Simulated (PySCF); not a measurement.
Method used: delta-SCF UKS SCAN, pcX-2 on the ionised atom, pcseg-1 elsewhere, spin-free X2C in PySCF 2.14.0. Geometries: PBE0-D3(BJ)/def2-SVP; isolated species, one conformer each. Values against the vacuum level.

Question: Rank by computed C 1s binding energy, lowest first.
A. Carbon in `C[SiH3]`
B. C3 in `[Cl:1][c:2]1[cH:3][n:4][se:5][cH:6]1`
C. C3 in `[cH:1]1[cH:2][cH:3][pH:4][cH:5]1`
D. C3 in `[Cl:1][c:2]1[cH:3][cH:4][n:5][se:6]1`

Answer: C (290.04 eV), A (290.43 eV), D (290.88 eV), B (291.78 eV).

The highest is bonded to N (aromatic in the SMILES), C (aromatic in the SMILES) and H, the lowest to C (aromatic in the SMILES), H and P (aromatic in the SMILES); the range is 1.74 eV.

Question: Order these sites by rising N 1s binding energy.
A. Nitrogen in `Clc1ccn[se]1`
B. Nitrogen in `[NH2-]`
C. Nitrogen in `N=[SiH2]`
D. Nitrogen in `BCBN` (CH7B2N)

Answer: B (395.01 eV), C (403.56 eV), A (404.86 eV), D (405.42 eV).

The highest is bonded to 2 H and B, the lowest to 2 H in a species of charge -1; the range is 10.41 eV.

Question: Order these sites by rising Si 1s binding energy.
A. Silicon in `[F][GeH2][C]#C[SiH3]`
B. Silicon in `N=[SiH2]`
C. Silicon in `C[SiH3]`

Answer: C (1846.47 eV), A (1847.22 eV), B (1847.59 eV).

The highest is bonded to N (double bond) and 2 H, the lowest to C and 3 H; the range is 1.12 eV.

1 of these hole states is spin-contaminated (⟨S²⟩ 0.87, against 0.75; counted from 0.85) and less certain. The basis sets have no added diffuse functions, a weakness for anions.
